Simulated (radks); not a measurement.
All-electron atom: the tantalum ion Ta37+ in [Kr] (the NIST ground configuration).

Method: Dirac Kohn-Sham, BLYP, spin-unpolarised, spherical densities, finite nucleus; Fermi nuclear charge, rms radius 5.3507 fm; computed with a radial shooting solver on a logarithmic mesh with Libxc functionals.

Energy parts (Ry):
part                       energy
total                 -29632.5079
kinetic                33458.4002
electron-nucleus      -69345.7760
Hartree                 6766.0019
exchange-correlation    -511.1341

Orbitals (lengths in bohr, moments of r in powers of bohr; <r^-3> diverges for s and p1/2; r(90%) holds 90 % of the orbital's charge):
[
 {"orbital": "1s1/2", "occ.": "2", "eigenvalue (Ry)": "-5061.529", "<r^-3>": "-", "r(90%)": "0.0340", "small-component weight": "7.56e-02"},
 {"orbital": "2s1/2", "occ.": "2", "eigenvalue (Ry)": "-966.9927", "<r^-3>": "-", "r(90%)": "0.122", "small-component weight": "1.71e-02"},
 {"orbital": "2p1/2", "occ.": "2", "eigenvalue (Ry)": "-929.7192", "<r^-3>": "-", "r(90%)": "0.108", "small-component weight": "1.72e-02"},
 {"orbital": "2p3/2", "occ.": "4", "eigenvalue (Ry)": "-836.2714", "<r^-3>": "15590", "r(90%)": "0.118", "small-component weight": "1.56e-02"},
 {"orbital": "3s1/2", "occ.": "2", "eigenvalue (Ry)": "-308.5821", "<r^-3>": "-", "r(90%)": "0.296", "small-component weight": "5.75e-03"},
 {"orbital": "3p1/2", "occ.": "2", "eigenvalue (Ry)": "-292.2713", "<r^-3>": "-", "r(90%)": "0.288", "small-component weight": "5.69e-03"},
 {"orbital": "3p3/2", "occ.": "4", "eigenvalue (Ry)": "-271.5876", "<r^-3>": "3615", "r(90%)": "0.307", "small-component weight": "5.24e-03"},
 {"orbital": "3d3/2", "occ.": "4", "eigenvalue (Ry)": "-244.4799", "<r^-3>": "624.8", "r(90%)": "0.278", "small-component weight": "5.11e-03"},
 {"orbital": "3d5/2", "occ.": "6", "eigenvalue (Ry)": "-239.9337", "<r^-3>": "534.5", "r(90%)": "0.284", "small-component weight": "4.98e-03"},
 {"orbital": "4s1/2", "occ.": "2", "eigenvalue (Ry)": "-140.1432", "<r^-3>": "-", "r(90%)": "0.583", "small-component weight": "2.40e-03"},
 {"orbital": "4p1/2", "occ.": "2", "eigenvalue (Ry)": "-133.1877", "<r^-3>": "-", "r(90%)": "0.585", "small-component weight": "2.34e-03"},
 {"orbital": "4p3/2", "occ.": "4", "eigenvalue (Ry)": "-126.7524", "<r^-3>": "1151", "r(90%)": "0.613", "small-component weight": "2.21e-03"}
]

The highest occupied level is 4p3/2 at -1724.6 eV. For comparison, the ionisation energy in NIST's Atomic Spectra Database is 1748 eV (theoretical). In exact Kohn-Sham theory the highest level is minus the ionisation energy, but local and semilocal functionals leave it too shallow, through self-interaction and a potential that decays too fast; potentials with the right tail come closer. The density falls to 0.001 e/bohr^3 at r = 1.07 bohr. Summed over all electrons, <r^2> = 2.412 bohr^2, which gives a Langevin (diamagnetic) susceptibility term of -1.91 x 10^-6 cm^3/mol.
